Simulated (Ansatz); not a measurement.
`C#C[SiH](Cl)Cl` + H₂O → `O[SiH](Cl)Cl` + `C#C`  (formal hydrolysis of the Si–C bond)

Computed with Ansatz on PBE0-D4/def2-TZVP structures; ΔE is electronic, products minus reactants. CCSD(T)/CBS is the MP2 limit (def2-TZVPP, def2-QZVPP) plus CCSD(T) − MP2 in def2-TZVPP, frozen cores. This one scheme is used for every species. Functionals use def2-TZVPP. Each species was taken in one conformer, which may not be the lowest.

```tsv
level	ΔE (kJ/mol)	difference from CCSD(T)/CBS
LDA (SPW92)	-74.8	-3.8
r2SCAN0-D4	-76.3	-5.3
PBE0	-71.2	-0.2
r2SCANh	-76.4	-5.4
LC-ωPBE	-78.2	-7.2
MP2/def2-SVP	-69.0	2.0
CCSD(T)/def2-SVP	-69.3	1.7
CCSD/def2-TZVPP	-75.1	-4.1
CCSD(T)/def2-TZVPP	-72.3	-1.3
HF/CBS(def2)	-88.2	-17.2
CCSD(T)/CBS	-71.0	0
```

Largest T1 diagnostic among the species: 0.013.

The D4 term adds +3.9 kJ/mol with B3LYP and +2.4 kJ/mol with PBE0; it sums over pairs of atoms, weighted by their polarisabilities, and B3LYP, whose exchange is more repulsive, gets the larger term. In def2-TZVPP, CCSD(T) changes the Hartree–Fock value by +15.3 kJ/mol (the triples alone add +2.8 kJ/mol) and MP2 by +18.6 kJ/mol.

B3LYP here is the variant with VWN-RPA as its local correlation; programs differ in this.
